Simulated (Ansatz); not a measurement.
The cluster SiAu4. The state is a singlet with charge 0. Geometry r2SCAN-D4/def2-SVP.

```xyz
5

Au    1.165    1.839   -0.241
Au   -1.837   -0.265   -1.162
Au    0.358   -1.275    1.744
Au    0.900   -0.856   -0.977
Si   -0.586    0.557    0.636
```

In the def2 sets Au takes a core potential; there is no spin–orbit coupling. B3LYP takes the VWN-RPA correlation. The structure comes from a short search, and lower isomers may exist.

**Question.** Estimate the orbital energies around the gap (eV) in Ansatz with PBE-D4/def2-SVP, PBE-D4/def2-TZVPD, r2SCAN-D4/def2-TZVP, B3LYP-D4/def2-TZVP, PBE0-D4/def2-TZVP.

**Answer.** 
```csv
orbital,PBE-D4/def2-SVP,PBE-D4/def2-TZVPD,r2SCAN-D4/def2-TZVP,B3LYP-D4/def2-TZVP,PBE0-D4/def2-TZVP
HOMO−5,-7.03,-6.97,-7.22,-8.13,-8.37
HOMO−4,-6.95,-6.89,-7.14,-8.04,-8.29
HOMO−3,-6.95,-6.89,-7.14,-8.04,-8.29
HOMO−2,-5.91,-5.85,-5.99,-6.51,-6.59
HOMO−1,-5.91,-5.85,-5.99,-6.51,-6.59
HOMO,-5.79,-5.76,-5.82,-6.33,-6.37
LUMO,-3.86,-3.88,-3.74,-3.35,-3.04
LUMO+1,-2.77,-2.80,-2.60,-2.27,-2.02
LUMO+2,-2.54,-2.62,-2.40,-2.08,-1.82
LUMO+3,-2.54,-2.62,-2.40,-2.08,-1.82
LUMO+4,-1.26,-1.50,-1.14,-0.96,-0.74
LUMO+5,-1.26,-1.50,-1.14,-0.96,-0.74
```
